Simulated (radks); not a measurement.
Values are calculated unless marked as measured or tabulated.
Problem. The iodine ion I6+ is in [Kr] 4d10 5s1. Level of theory: scalar-relativistic Kohn-Sham, LDA (Slater exchange, Perdew-Wang correlation), spin-polarised, spherical densities, finite nucleus; Fermi nuclear charge, rms radius of each element as measured or else 0.836 A^(1/3) + 0.57 fm (a radial shooting solver on a logarithmic mesh with Libxc functionals). Open shells are filled with parallel spins first. One electron is removed from 4p, 4s, 4d, 5s in turn, with full relaxation. Which removal costs least, and what does each cost?

Solution. 5s 89.038 eV; 4d 134.81 eV; 4p 213.51 eV; 4s 267.04 eV. The 5s electron leaves first.
